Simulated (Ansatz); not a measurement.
Reaction (formal exchange of groups at the Si–C bond): `OC(F)(F)[SiH3]` + `[BH2][AlH2]` → `[BH2][AlH][SiH3]` + `OC(F)F`

Program: Ansatz. Geometries: PBE0-D4/def2-TZVP. ΔE: electronic, gas phase. CCSD(T)/CBS adds triple-zeta CCSD(T) − MP2 to the extrapolated MP2 energy (def2 sets, frozen cores). This one scheme is used for every species. Functionals use def2-TZVPP. B3LYP here is the variant with VWN-RPA as its local correlation; programs differ in this. Each species was taken in one conformer, which may not be the lowest.

`OC(F)(F)[SiH3]`:

Cartesian coordinates in Å:
```
O -0.121 -0.332 -1.596
C -0.018 -0.634 -0.283
F 1.088 -1.415 -0.067
F -1.069 -1.426 0.099
Si 0.056 0.963 0.796
H -0.156 -1.154 -2.105
H 0.168 0.529 2.207
H -1.192 1.727 0.570
H 1.244 1.742 0.380
```

`[BH2][AlH2]`:

Cartesian coordinates in Å:
```
B 0.650 -0.485 0.763
Al -0.585 0.436 -0.686
H 1.149 0.120 1.673
H 0.914 -1.656 0.746
H -2.161 0.537 -0.476
H 0.033 1.048 -2.021
```

`[BH2][AlH][SiH3]`:

```xyz
9

B     1.923   -0.983   -0.543
Al    0.530   -0.122    0.787
Si   -1.616    0.769   -0.040
H     1.896   -2.144   -0.845
H     2.781   -0.344   -1.088
H     0.804   -0.044    2.356
H    -2.732   -0.135    0.369
H    -1.672    0.887   -1.525
H    -1.913    2.116    0.527
```

`OC(F)F`:

Z-matrix (Å, degrees):
```
C
F 1 1.355
F 1 1.355 2 105.7
O 1 1.346 2 111.4 3 -121.2
H 1 1.091 2 109.4 3 117.7
H 4 0.966 1 108.8 2 58.9
```

(1) Is it downhill or uphill in electronic energy at CCSD(T)/CBS, and by how much? (Estimate.)

(2) What do these levels give: PBE-D4, B3LYP-D4, ωB97X-V, ωB97M-V, B2PLYP, r2SCAN, PBE0, HF/def2-TZVPP, MP2/def2-QZVPP, HF/CBS(def2), MP2/CBS(def2), CCSD/CBS(def2)? (An estimate is asked.)

Largest T1 diagnostic among the species: 0.013.

## Answers

(1) Ansatz gave: Downhill: ΔE = -43.1 kJ/mol.

(2) Computed: PBE-D4 -53.3, B3LYP-D4 -40.7, ωB97X-V -39.7, ωB97M-V -34.5, B2PLYP -42.3, r2SCAN -47.4, PBE0 -56.5, HF/def2-TZVPP -43.1, MP2/def2-QZVPP -39.8, HF/CBS(def2) -42.0, MP2/CBS(def2) -38.3, CCSD/CBS(def2) -43.1 kJ/mol.
